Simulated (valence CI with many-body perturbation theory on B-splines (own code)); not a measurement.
## Which ion has this spectrum?

A relativistic CI+MBPT calculation for an atom or ion with 5 electrons gives these levels (eV):

```csv
J,Parity,E,g
1/2,odd,0.0,0.62
1/2,even,252.6,2.04
3/2,odd,1211.6,1.30
3/2,even,1389.0,1.62
5/2,even,1428.7,1.31
1/2,even,1497.4,1.27
3/2,even,1499.4,0.97
3/2,odd,1762.2,1.32
5/2,even,2618.4,1.42
1/2,even,2722.2,1.92
3/2,even,2722.9,1.17
3/2,odd,2927.1,1.43
5/2,odd,2949.6,1.16
1/2,odd,3004.2,0.62
```

The energies are calculated, and their last digits are not significant.

Which is it?
A. Lu66+
B. Tm64+
C. Er63+
D. Ta68+

A. Lu66+, ground level (2s^2 2p1/2) J=1/2.
